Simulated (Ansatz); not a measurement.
B2N2, relaxed as a singlet with RKS r2SCAN-D4/def2-TZVP in Ansatz, starting from the GFN1-xTB geometry. Force threshold 0.02 eV/Å.

The restricted singlet is unstable towards broken spin symmetry in Hartree–Fock (as tested in another run); at r2SCAN-D4/def2-TZVP this wasn't settled. An occupied level of the charge 0 singlet lies above an empty one (by up to 0.08 eV), so this SCF solution is probably not the lowest. Another isomer (triplet) lies 2.00 eV lower at PBE0-D4/def2-TZVP; other spin states weren't run for this one.

Start:

```tsv
atom	x (Å)	y (Å)	z (Å)
B1	-0.004	-0.592	0.305
B2	0.534	1.679	-0.657
N3	-0.114	0.626	-0.368
N4	-0.417	-1.714	0.720
```

Task: Estimate the energy that the relaxation releases and the steps that it takes.

Result: 6.2 kcal/mol, in 7 steps; 5 s on 4 threads of Arm Neoverse V1 on a shared host. No frequencies were taken in this run, so the end may be a saddle point.

Task: Does the start keep its bonding and symmetry?

Result: By distances, no bond broke or formed. The bond that changes most is B1–N4, from 1.27 to 1.33 Å (atoms count from 1). Point group Cs at the start, Cs at the end, both within 0.05 Å.

Task: Predict the relaxed structure.

Result: 
```xyz
4

B    -0.1430   -0.5629    0.2343
B     0.5979    1.6906   -0.6381
N    -0.1285    0.6335   -0.3767
N    -0.3264   -1.7612    0.7804
```
Bond lengths: 3 × B–N 1.31 to 1.34 Å.
